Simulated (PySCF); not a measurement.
# Stretching NbP

Set-up: Nb def2-TZVPP with ECP28, P def2-TZVPP; scalar-relativistic core potentials (PySCF 2.14). Energies in eV from Nb (4d4 5s1) + P in their ground configurations at the same level. State: ³Δ (triplet), unpaired electrons σ ↑, δ ↑.

| R (Å) | r²SCAN |
| --- | --- |
| 1.837 | -2.073 |
| 1.922 | -3.044 |
| 2.008 | -3.582 |
| 2.072 | -3.774 |
| 2.136 | -3.833 |
| 2.200 | -3.795 |
| 2.285 | -3.648 |
| 2.392 | -3.380 |
| 2.521 | -3.013 |
| 2.691 | -2.520 |

Put a parabola through the three lowest points of the r²SCAN curve and estimate Re, k and ωe (reduced mass 23.23 u; 1 eV/Å² = 0.16022 mdyn/Å; ωe = 1302.8·√(k/μ) cm⁻¹).

Through R = 2.072, 2.136, 2.2 Å the second-order coefficient is 11.8 eV/Å², so Re ≈ 2.143 Å, k ≈ 3.79 mdyn/Å and ωe ≈ 527 cm⁻¹. A polynomial fit of higher order to the unrounded r²SCAN energies gives Re = 2.140 Å, k = 3.66 mdyn/Å, ωe = 517 cm⁻¹; anharmonicity and rounding make the difference.

The higher-order fit for each curve: r²SCAN: Re = 2.140 Å, ωe = 517 cm⁻¹, De = 3.83 eV.

The metal atom is held in its measured ground configuration; semilocal functionals can put another filling of s and d lower by some tenths of an eV, and De to that atom would be smaller. ⟨S²⟩ of the unrestricted solution departs from its pure value on part of the curve, where spin states mix. Spin–orbit coupling is left out, which matters for elements this heavy, above all for dissociation energies. The state is the lowest single determinant that the PBE0 search found; with open d or f shells the true ground state can be another one.
